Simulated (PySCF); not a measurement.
## Calculated data, C2H6BN, C2H5B2

Calculation on a computer-drawn molecule: the log of a Hartree-Fock and frozen-core CCSD(T) single point meant for a local Hartree-Fock minimum, with one planted fault or none, to be diagnosed. Offsets are logged minus clean, where the clean run is the same molecule without the fault. The reference is restricted for singlets and unrestricted otherwise, and also for a bond in bohr or an excited solution. Adding or removing an electron swaps singlet and doublet. The excited solution moves the top pair (singlet) or top alpha electron (doublet) to the lowest empty orbital. Highest occupied and lowest empty are orbital energies over both spins, largest force is the largest gradient component, triples share is (T) over the correlation energy, the T1 limit is 0.02 restricted and 0.045 unrestricted, electrons count all cores, a negative frequency is imaginary (commonest isotopes), and the dipole is about the centre of nuclear charge. Program: PySCF 2.14.0.

Common to all runs: meant multiplicity 1; meant basis cc-pVDZ; logged SCF converged yes; logged CC converged yes; logged SCF stable within its kind yes; possible faults no fault, one electron removed, one electron added, multiplicity raised by two, geometry at a saddle point, SCF held on an excited solution, minimal basis STO-3G, one bond length entered in bohr, all coordinates scaled.

```json
{"entry": 1, "formula": "C2H6BN", "logged_structure": {"atoms_angstrom": [["B", -1.1298, 2.0137, 0.6341], ["C", -0.1977, 1.2167, -0.0342], ["C", 1.0641, 0.8303, 0.7031], ["N", -0.2936, 0.6345, -1.327], ["H", -1.909, 2.6298, 1.2636], ["H", 1.0939, 1.2388, 1.7154], ["H", 1.1407, -0.2584, 0.7657], ["H", 1.9502, 1.1994, 0.1746], ["H", -1.1025, 0.9481, -1.8316], ["H", 0.5144, 0.8654, -1.8823]]}, "given": {"meant_charge": 0, "logged_electrons": 30, "logged_basis_functions": 26, "logged_spin_squared": 0.0, "logged_highest_occupied [eV]": -5.5336, "logged_lowest_empty [eV]": 7.1296, "logged_largest_force [hartree/bohr]": 0.050416, "logged_T1_diagnostic": 0.0092042, "logged_D1_diagnostic": 0.039595, "logged_triples_share": 0.010863, "logged_dipole_magnitude [debye]": 1.4026, "logged_energy_HF [hartree]": -156.29432, "logged_energy_CCSD(T) [hartree]": -156.55089, "drawn_bonds_atom": [1, 2, 2, 1, 3, 3, 3, 4, 4], "drawn_bonds_other_atom": [2, 3, 4, 5, 6, 7, 8, 9, 10], "drawn_bonds_order": [2, 1, 1, 1, 1, 1, 1, 1, 1]}, "results": {"planted_fault": "minimal basis STO-3G", "HF_energy_offset_from_clean_run [kcal/mol]": 1250, "CCSD(T)_energy_offset_from_clean_run [kcal/mol]": 1458}}
{"entry": 2, "formula": "C2H6BN", "logged_structure": {"atoms_angstrom": [["B", -1.1298, 2.0137, 0.6341], ["C", -0.1977, 1.2167, -0.0342], ["C", 1.0641, 0.8303, 0.7031], ["N", -0.2936, 0.6345, -1.327], ["H", -1.909, 2.6298, 1.2636], ["H", 1.1204, 1.6023, 2.6161], ["H", 1.1407, -0.2584, 0.7657], ["H", 1.9502, 1.1994, 0.1746], ["H", -1.1025, 0.9481, -1.8316], ["H", 0.5144, 0.8654, -1.8823]]}, "given": {"meant_charge": 0, "logged_electrons": 30, "logged_basis_functions": 86, "logged_spin_squared": 0.7016, "logged_highest_occupied [eV]": -7.613, "logged_lowest_empty [eV]": 2.249, "logged_largest_force [hartree/bohr]": 0.023873, "logged_T1_diagnostic": 0.05718, "logged_D1_diagnostic": 0.26773, "logged_triples_share": 0.038186, "logged_dipole_magnitude [debye]": 1.5426, "logged_energy_HF [hartree]": -158.15861, "logged_energy_CCSD(T) [hartree]": -158.74472, "drawn_bonds_atom": [1, 2, 2, 1, 3, 3, 3, 4, 4], "drawn_bonds_other_atom": [2, 3, 4, 5, 6, 7, 8, 9, 10], "drawn_bonds_order": [2, 1, 1, 1, 1, 1, 1, 1, 1]}, "results": {"planted_fault": "one bond length entered in bohr, row 5 of the drawn bonds", "HF_energy_offset_from_clean_run [kcal/mol]": 80.37, "CCSD(T)_energy_offset_from_clean_run [kcal/mol]": 81.32}, "notes": ["T1 above single-reference limit"]}
{"entry": 3, "formula": "C2H5B2", "logged_structure": {"atoms_angstrom": [["B", -3.677, 0.0126, -0.2205], ["C", -2.3335, -0.45, -0.2037], ["B", -1.8692, -0.8363, -1.4895], ["C", -1.4307, -0.5393, 1.0676], ["H", -4.7869, 0.3869, -0.2781], ["H", -1.5015, -1.1509, -2.5578], ["H", -1.3085, 0.4516, 1.4977], ["H", -1.8896, -1.2052, 1.7941], ["H", -0.4502, -0.9296, 0.8089]]}, "given": {"meant_charge": 1, "logged_electrons": 26, "logged_basis_functions": 81, "logged_spin_squared": 2.0188, "logged_highest_occupied [eV]": -12.815, "logged_lowest_empty [eV]": -6.8197, "logged_largest_force [hartree/bohr]": 0.10344, "logged_T1_diagnostic": 0.018899, "logged_D1_diagnostic": 0.078918, "logged_triples_share": 0.032748, "logged_dipole_magnitude [debye]": 2.1241, "logged_energy_HF [hartree]": -127.59618, "logged_energy_CCSD(T) [hartree]": -128.03293, "drawn_bonds_atom": [1, 2, 2, 1, 3, 4, 4, 4], "drawn_bonds_other_atom": [2, 3, 4, 5, 6, 7, 8, 9], "drawn_bonds_order": [2, 1, 1, 1, 1, 1, 1, 1]}, "results": {"planted_fault": "multiplicity raised by two", "HF_energy_offset_from_clean_run [kcal/mol]": 58.37, "CCSD(T)_energy_offset_from_clean_run [kcal/mol]": 71.24}}
```
